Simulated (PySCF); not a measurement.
C₂BrCl₂F, SMILES FC(Br)=C(Cl)Cl. Geometry optimised at PBE0-D3(BJ)/def2-SVP.

Task: Give the equilibrium geometry at PBE0-D3(BJ)/def2-SVP (PySCF confirms it by a frequency run) as Cartesian coordinates in Å, and its point group. (An estimate is asked for; the answer gives what the named calculation found.)

Result: point group Cs.
```xyz
6

F      1.9580    -0.0705     0.0000
C      0.6444    -0.1221     0.0000
Br    -0.0532    -1.8450     0.0000
C     -0.0933     1.0011     0.0000
Cl     0.6805     2.5318     0.0000
Cl    -1.8021     0.9939     0.0000
```
Charge 0, spin multiplicity 1.
